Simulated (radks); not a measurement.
Results of a calculation; reference values are marked as such.
Problem. Species: the titanium ion Ti2+. Configuration: [Ar] 3d1 7f1 (not the ground configuration). Code: a radial shooting solver on a logarithmic mesh with Libxc functionals. Model: non-relativistic Kohn-Sham, PBE, spin-unpolarised, spherical densities, point nucleus. Some entries of the table are withheld. Estimate them.

orbital  occ.  eigenvalue (Ry)  <r^2> (bohr^2)
1s          2        -357.8161             (1)
2s          2              (2)          0.1268
2p          6        -34.95833          0.1043
3s          2         -6.79046           1.147
3p          6         -5.07411             (3)
3d          1         -2.43244             (4)
7f          1         -0.17336           501.6

Solution. 
(1) 1s <r^2> (bohr^2): 0.006608
(2) 2s eigenvalue (Ry): -41.39047
(3) 3p <r^2> (bohr^2): 1.311
(4) 3d <r^2> (bohr^2): 1.967
